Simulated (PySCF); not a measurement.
C3H9BFN, SMILES CCNB(C)F.

The structure is a stationary point at ωB97X-D3(BJ)/def2-SVP. The structure was generated by enumeration, and PubChem lists no compound with its InChIKey, so it may never have been made. Other conformers were not sampled.

Calculation: ωB97X-D3(BJ)/def2-SVP run with PySCF 2.14.0.

Frequencies are harmonic and unscaled.

| mode | ν (cm⁻¹) | IR (km/mol) | moving atoms (share of kinetic energy) |
|---|---|---|---|
| 1 | 32 | 0.2 | C 53 %, H 37 %, N 9 % |
| 2 | 75 | 0.5 | H 94 % |
| 3 | 119 | 0.1 | F 30 %, N 26 %, C 22 %, H 22 % |
| 4 | 213 | 0.1 | H 70 %, C 20 % |
| 5 | 287 | 0.1 | H 59 %, C 34 % |
| 6 | 361 | 4.1 | F 36 %, H 25 %, C 18 %, N 16 % |
| 7 | 419 | 1.0 | H 30 %, C 25 %, N 21 %, F 14 %, B 9 % |
| 8 | 452 | 3.0 | H 52 %, B 43 % |
| 9 | 496 | 8.9 | C 28 %, H 27 %, F 21 %, N 20 % |
| 10 | 656 | 109.8 | H 74 %, N 17 % |
| 11 | 727 | 2.9 | C 38 %, H 31 %, N 18 %, F 12 % |
| 12 | 806 | 3.4 | H 82 %, C 12 % |
| 13 | 869 | 2.3 | H 63 %, C 22 %, F 11 % |
| 14 | 905 | 26.2 | H 48 %, B 31 %, C 19 % |
| 15 | 939 | 7.9 | H 50 %, C 35 %, N 11 % |
| 16 | 1091 | 9.4 | H 52 %, C 42 % |
| 17 | 1122 | 7.1 | H 55 %, C 41 % |
| 18 | 1182 | 5.1 | H 30 %, C 30 %, N 28 %, B 8 % |
| 19 | 1260 | 66.3 | H 41 %, B 33 %, C 12 %, F 11 % |
| 20 | 1292 | 13.4 | H 77 %, C 13 %, B 9 % |
| 21 | 1332 | 112.4 | H 73 %, B 16 % |
| 22 | 1385 | 23.7 | H 71 %, C 22 % |
| 23 | 1406 | 146.3 | H 49 %, B 29 %, C 18 % |
| 24 | 1425 | 20.3 | H 67 %, C 29 % |
| 25 | 1449 | 33.1 | H 89 % |
| 26 | 1451 | 4.9 | H 95 % |
| 27 | 1473 | 15.0 | H 96 % |
| 28 | 1478 | 0.5 | H 96 % |
| 29 | 1498 | 3.5 | H 91 %, C 9 % |
| 30 | 1579 | 369.9 | N 39 %, B 31 %, H 26 % |
| 31 | 3061 | 18.9 | H 97 % |
| 32 | 3069 | 5.6 | H 96 % |
| 33 | 3073 | 34.6 | H 94 % |
| 34 | 3141 | 2.2 | H 91 %, C 9 % |
| 35 | 3151 | 6.4 | H 91 %, C 9 % |
| 36 | 3159 | 28.9 | H 91 %, C 9 % |
| 37 | 3164 | 30.5 | H 90 %, C 10 % |
| 38 | 3180 | 17.2 | H 91 %, C 9 % |
| 39 | 3636 | 23.7 | H 93 % |
